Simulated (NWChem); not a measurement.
System: GeH4O; SMILES [OH][GeH3]

```xyz
6

Ge    -0.0122    -0.3152     0.0000
O     -0.0798     1.4666     0.0000
H      0.7181    -0.8269    -1.2605
H     -1.4818    -0.7517     0.0000
H      0.7181    -0.8269     1.2605
H      0.7940     1.8705     0.0000
```
Atoms are numbered in this order, from 1.

Level: PBE0/def2-SVP (NWChem), optimised geometry, unscaled harmonic frequencies. 

Task: List the harmonic frequencies with IR intensities, and the thermochemistry.

Result: 
```json
[
 {"frequency (cm⁻¹)": "195", "IR intensity (km/mol)": "109.6"},
 {"frequency (cm⁻¹)": "627", "IR intensity (km/mol)": "48.0"},
 {"frequency (cm⁻¹)": "641", "IR intensity (km/mol)": "60.0"},
 {"frequency (cm⁻¹)": "711", "IR intensity (km/mol)": "104.1"},
 {"frequency (cm⁻¹)": "867", "IR intensity (km/mol)": "55.7"},
 {"frequency (cm⁻¹)": "875", "IR intensity (km/mol)": "67.7"},
 {"frequency (cm⁻¹)": "900", "IR intensity (km/mol)": "129.7"},
 {"frequency (cm⁻¹)": "926", "IR intensity (km/mol)": "54.6"},
 {"frequency (cm⁻¹)": "2138", "IR intensity (km/mol)": "174.1"},
 {"frequency (cm⁻¹)": "2143", "IR intensity (km/mol)": "83.8"},
 {"frequency (cm⁻¹)": "2198", "IR intensity (km/mol)": "94.4"},
 {"frequency (cm⁻¹)": "3912", "IR intensity (km/mol)": "74.8"}
]
```

```
Item                                                                               Result
-----------------------------------------------------------------------  ----------------
zero-point energy                                                           23.1 kcal/mol
thermal correction to the enthalpy at 298.15 K (with zero-point energy)     26.2 kcal/mol
heat capacity Cv                                                         12.6 cal/(mol K)
entropy at 298.15 K and 1 atm (symmetry number 1)                        64.7 cal/(mol K)
dipole moment                                                                      1.49 D
```

Rigid rotor and harmonic oscillator.
